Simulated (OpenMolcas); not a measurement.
**F IV: effect of the basis set**

```json
{
 "Program": "OpenMolcas 26.06",
 "Method": "RASSCF",
 "Active space": "2 electrons in 9 orbitals (RAS2 2p; RAS3 3s 3d, at most 1 electron)",
 "State averaging": "2S+1 = 3 even, 3 roots; 2S+1 = 1 even, 6 roots",
 "Spin-orbit coupling": "RASSI with atomic mean-field integrals over the reference wave functions, term energies averaged over their components"
}
```

A. ANO-R3 [4s4p2d1f], X2C, finite nucleus; cost roughly 11 core-seconds
B. ANO-RCC-VQZP [5s4p3d2f1g], DKH2, point nucleus; cost roughly 13 core-seconds
C. ANO-RCC [8s7p4d3f2g], DKH2, point nucleus; cost roughly 18 core-seconds

Energies in cm⁻¹ above 2s² 2p² ³P₀, the measured ground level; measured values from Moore, Atomic Energy Levels, vol. I, NSRDS-NBS 35 (1971 reprint of NBS Circular 467, 1949).

```tsv
Level	A	B	C	Measured
2s² 2p² ³P₀	0.0	0.0	0.0	0.0
2s² 2p² ³P₁	220	222	224	225
2s² 2p² ³P₂	647	653	657	613
2s² 2p² ¹D₂	27831	27882	27856	25241
2s² 2p² ¹S₀	68461	68610	68520	53544
```

Deviations, from unrounded energies. A percentage is the sum of absolute deviations over the sum of measured energies, with the sign that they share, or ± where signs differ.

| Against measurement | Levels | A | B | C |
| --- | --- | --- | --- | --- |
| mean absolute deviation (cm-1) | 4 | 4400 | 4400 | 4400 |
| fine structure of the ground term (%) | 2 | ±4.6 | ±5.1 | ±5.3 |
| other terms of the ground configuration (%) | 2 | +22.2 | +22.5 | +22.3 |

A, B, C lie about equally close to measurement. The largest miss of A in the table is 2s² 2p² ¹S₀, by +15000 cm-1. The ranking rests on the paired levels alone, and a cruder setting can come out closer through cancelling errors.

Among A to C the level of the table that moves most is 2s² 2p² ¹S₀, by 150 cm-1 (lowest in A, highest in B).

With the s shell closed, the reference lacks s² → p² mixing. Computed and measured levels are paired by configuration, term and J; levels that our copy of the source lacks, or whose pairing is in doubt (as where it misses far off the trend of its configuration), stay unpaired and out of the deviations. Levels of configurations outside the active space are missing.
